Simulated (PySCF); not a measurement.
**C7H11: g tensor and hyperfine couplings**

Compound: C7H11 (doublet state).
Structure used (GFN2-xTB), in Å, numbered top down from 1:
```
atom  x, y, z in Å
C1    -1.0811    2.7114   -0.6834
C2    -1.0100    1.5087   -0.5144
C3    -0.9446    0.1576   -0.3281
C4    -1.9420   -0.5264    0.5439
C5     0.1463   -0.6436   -0.9587
C6     1.2181   -1.0911    0.0527
C7     1.9376    0.0960    0.6776
H8    -1.1386    3.7479   -0.8291
H9    -1.4884   -0.8293    1.4920
H10   -2.7777    0.1333    0.7665
H11   -2.3166   -1.4312    0.0621
H12   -0.2823   -1.5413   -1.4173
H13    0.6284   -0.0536   -1.7412
H14    1.9408   -1.7255   -0.4652
H15    0.7495   -1.6915    0.8350
H16    2.4358    0.6851   -0.0897
H17    1.2311    0.7425    1.1935
H18    2.6848   -0.2428    1.3919
```

The hyperfine couplings belong to this conformer and change with its torsions.

The species is `C(=C=[CH])(CCC)C` [radical].

The calculation used UKS B3LYP, pcH-1 on C H, non-relativistic, mean-field spin-orbit, GIAO (PySCF 2.14.0). One conformer (not necessarily the lowest) at the GFN2-xTB geometry, without solvent, vibrations or thermal averaging. Couplings are sensitive to structure, and on GFN2-xTB geometries they can be far from those on DFT ones. No stability test was run, so a lower SCF solution isn't excluded.

| Property | Result |
| --- | --- |
| g1, g2, g3 | 2.00218, 2.00282, 2.00315 |
| g_iso | 2.00272 |
| Form of g | rhombic: the two nearest values differ by 34 % of g3 − g1 |
| ⟨S²⟩ | 0.7673 (exact 0.7500) |
| Total energy | -273.29573 Eh |
| Basis functions | 285 |

Hyperfine couplings atom by atom, in MHz; T1 to T3 are the principal values of the dipolar part; ρ(0) is the spin density at the nucleus:

| atom | isotope | a_iso | T1 | T2 | T3 | Mulliken spin population | ρ(0) (bohr⁻³) |
| --- | --- | --- | --- | --- | --- | --- | --- |
| C1 | 13C | 42.3 | -42.4 | -31.9 | 74.3 | 0.53 | 0.0377 |
| C2 | 13C | -64.3 | -20.3 | -1.4 | 21.7 | -0.25 | -0.0572 |
| C3 | 13C | 68.4 | -61.6 | -61.1 | 122.6 | 0.73 | 0.0608 |
| C4 | 13C | -27.3 | -1.4 | 0.5 | 1.0 | -0.06 | -0.0243 |
| C5 | 13C | -25.8 | -1.3 | 0.3 | 1.1 | -0.06 | -0.0230 |
| C6 | 13C | 43.6 | -4.1 | -3.7 | 7.8 | 0.03 | 0.0388 |
| C7 | 13C | -0.6 | -0.7 | -0.1 | 0.8 | 0.00 | -0.0005 |
| H8 | 1H | -40.1 | -19.1 | -1.1 | 20.2 | -0.02 | -0.0090 |
| H9 | 1H | 95.0 | -3.7 | -2.7 | 6.4 | 0.04 | 0.0213 |
| H10 | 1H | 7.9 | -3.1 | -2.8 | 5.9 | 0.00 | 0.0018 |
| H11 | 1H | 53.5 | -3.5 | -3.0 | 6.5 | 0.02 | 0.0120 |
| H12 | 1H | 48.6 | -3.5 | -3.2 | 6.6 | 0.02 | 0.0109 |
| H13 | 1H | 8.1 | -3.2 | -2.9 | 6.1 | 0.00 | 0.0018 |
| H14 | 1H | 2.3 | -2.5 | -1.4 | 3.9 | 0.00 | 0.0005 |
| H15 | 1H | -3.0 | -3.4 | -1.2 | 4.6 | 0.00 | -0.0007 |
| H16 | 1H | 0.9 | -1.6 | -0.8 | 2.4 | 0.00 | 0.0002 |
| H17 | 1H | -0.2 | -3.3 | -2.2 | 5.6 | 0.00 | 0.0000 |
| H18 | 1H | -0.3 | -1.2 | -0.7 | 1.9 | 0.00 | -0.0001 |

The largest Mulliken spin populations are on C3 (+0.73), C1 (+0.53), C2 (-0.25) and C4 (-0.06). The angles at C3 add up to 360.0°, so it is planar.

C1, the radical centre as drawn in `[CH]=C=C(C)CCC`, holds a spin population of +0.53 out of 1.

Axes: g3 points within 1° of the C1–H8 bond.

Under fast tumbling the dipolar parts average out, and these isotropic splittings remain: 3 × 1H (H9/H10/H11, I = 1/2, 4 lines) with 1.86 mT, 1 × 1H (H8, I = 1/2, 2 lines) with 1.43 mT and 2 × 1H (H12/H13, I = 1/2, 3 lines) with 1.01 mT.

Nuclei that the bonding pattern makes equivalent are averaged, as if the motion that swaps them (rotation, inversion, ring flip) were fast. The three 1H nuclei of mean +52.1 MHz run from 7.9 to 95.0 MHz in the frozen geometry. The 1H value of +28.3 MHz is a mean of couplings from 8.1 to 48.6 MHz in this one geometry, not an average over conformers.

The 13C coupling of C3 (68.4 MHz) shows only in satellite lines or after enrichment, since that isotope makes up about 1.07 % of natural carbon.
